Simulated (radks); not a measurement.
The numbers below are computed, except where a source is named.
The zinc ion Zn2+, configuration [Ar] 3d10 (the NIST ground configuration).

Level of theory: scalar-relativistic Kohn-Sham, PBE, spin-unpolarised, spherical densities, finite nucleus; Fermi nuclear charge, rms radius 3.9283 fm (a radial shooting solver on a logarithmic mesh with Libxc functionals).

Energy parts (eV):
total: -48843.590
kinetic: 49621.547
electron-nucleus: -117121.225
Hartree: 20590.203
exchange-correlation: -1934.115

Orbitals (lengths in bohr, moments of r in powers of bohr; r(max) is where P^2 peaks; r(90%) holds 90 % of the orbital's charge):
orbital  occ.  eigenvalue (eV)  r(90%)     <r^2>   r(max)
1s          2        -9546.675  0.0899  0.003405  0.03291
2s          2        -1178.844   0.350   0.06036   0.1892
2p          6        -1024.593   0.324   0.04820   0.1521
3s          2        -150.1119    1.02    0.5371   0.5884
3p          6        -104.3082    1.10    0.6021   0.5927
3d         10         -30.8561    1.53     1.020   0.5671

The highest occupied level is 3d at -30.856 eV. The electron density at the nucleus is 2.532e+04 e/bohr^3 (large components only).
